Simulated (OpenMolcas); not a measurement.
**Cr2+: effect of the basis set**

| Item | Value |
| --- | --- |
| Program | OpenMolcas |
| Method | CASSCF |
| Active space | 4 electrons in 10 orbitals (3d 4d) |
| State averaging | 2S+1 = 5 even, 5 roots; 2S+1 = 3 even, 45 roots; 2S+1 = 1 even, 44 roots |
| Spin-orbit coupling | RASSI with atomic mean-field integrals over the reference wave functions, term energies averaged over their components |

A. ANO-R2 [6s4p4d2f], X2C, finite nucleus; cost roughly 3 core-minutes
B. ANO-RCC-VTZP [6s5p3d2f1g], DKH2, point nucleus; cost of the order of 110 core-seconds
C. ANO-RCC-VQZP [7s6p4d3f2g1h], DKH2, point nucleus; cost of the order of 100 core-seconds

Energies in cm-1 above 3d4 5D0, the measured ground level; measured values from Sugar and Corliss, J. Phys. Chem. Ref. Data 6, 317 (1977).

```
     Level      A      B      C  Measured
   3d4 5D0    0.0    0.0    0.0       0.0
   3d4 5D1   66.7   66.3   67.5      62.2
   3d4 5D2    198    197    200       183
   3d4 5D3    390    388    395       357
   3d4 5D4    639    636    647       576
   3d4 3H4  19046  19164  19099     17274
   3d4 3H5  19193  19311  19249     17397
   3d4 3H6  19361  19479  19420     17531
3d4 3P0(1)  20537  20674  20583     16771
3d4 3P1(1)  20925  21061  20979     17169
3d4 3P2(1)  21638  21772  21704     17851
3d4 3F2(1)  21887  22017  21940     18452
3d4 3F3(1)  21950  22079  22003     18511
3d4 3F4(1)  22043  22172  22096     18583
   3d4 3G3  24030  24163  24091     20704
   3d4 3G4  24208  24340  24272     20853
   3d4 3G5  24372  24504  24438     20996
   3d4 1I6  28762  28904  28791     26015
3d4 1G4(1)  30145  30301  30182     25139
   3d4 3D3  31293  31432  31339     25726
   3d4 3D2  31340  31479  31386     25781
   3d4 3D1  31389  31528  31437     25848
   3d4 1S0  35101  35264  35119     27372
   3d4 1D2  37678  37842  37707     32152
```

Deviations, from unrounded energies. A percentage is the sum of absolute deviations over the sum of measured energies, with the sign that they share, or ± where signs differ.

```
                        Against measurement  Levels      A      B      C
             mean absolute deviation (cm-1)      23   3300   3400   3300
      fine structure of the ground term (%)       4   +9.9   +9.3  +11.2
other terms of the ground configuration (%)      19  +18.2  +18.9  +18.5
```

A, B, C lie about equally close to measurement. The largest miss of A in the table is 3d4 1S0, by +7700 cm-1. The ranking rests on the paired levels alone, and a cruder setting can come out closer through cancelling errors.

Among A to C the level of the table that moves most is 3d4 1D2, by 160 cm-1 (lowest in A, highest in B).

Without dynamic correlation excited terms often stand tens of per cent too high (terms of higher spin than the ground term too low), and those without a measured partner can miss by more than the paired ones. Active for correlation alone: 4d; no level in the range computed is led by a configuration that fills it, so any true level of that kind is missing. Computed and measured levels are paired by configuration, term and J; levels that our copy of the source lacks, or whose pairing is in doubt (as where it misses far off the trend of its configuration), stay unpaired and out of the deviations. Levels of configurations outside the active space are missing. The table leaves out levels that lie high or whose names do not pair safely across all columns.

A number in round brackets counts repeated terms of one configuration in the order of the reference energies.
